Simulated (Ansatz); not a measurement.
The first iterations of a band of CH$_{3}$BO$_{2}$ (7 atoms, charge 0, multiplicity 1).

These are results of RHF/def2-SVP in Ansatz, not measurements.

* movable images: 9
* climbing image: yes
* spring: 5.0 eV/Å²
* optimiser: quadratic models (default)
* start path: through a guess of the saddle point
* force threshold: 0.05 eV/Å
* iteration limit: 60
* end points: relaxed

First end point:

```xyz
7
Properties=species:S:1:pos:R:3
B -0.615 0.935 -0.176
C 0.037 -0.503 0.043
O -0.614 -1.495 0.046
O 1.350 -0.504 0.218
H -0.733 1.356 -1.287
H -1.015 1.542 0.771
H 1.651 -1.399 0.340
```

Last end point:

```xyz
7
Properties=species:S:1:pos:R:3
B -0.616 0.935 -0.178
C 0.036 -0.503 0.048
O -0.616 -1.493 0.075
O 1.352 -0.506 0.202
H -0.990 1.558 0.770
H -0.757 1.340 -1.292
H 1.652 -1.400 0.330
```

| iteration | highest image above the first end (eV) | largest band force component (eV/Å) |
| --- | --- | --- |
| 1 | 32.258 | 113.012 |
| 2 | 17.884 | 42.518 |
| 3 | 11.572 | 22.799 |
| 4 | 7.276 | 10.881 |
| 5 | 5.048 | 5.649 |

Question: Does the band converge within its limit, and where does its top end?

Answer: The run converged. It ended after 16 iterations with the highest image 0.187 eV above the first end. A vibrational analysis at the climbing image gives one clearly imaginary mode, 226i cm⁻¹: a first-order saddle point.

Time of the run: 5.7 min on 1 thread of Intel(R) Xeon(R) Processor @ 2.50GHz (Skylake/Cascade Lake), with other jobs on the host, peak memory 0.14 GiB.
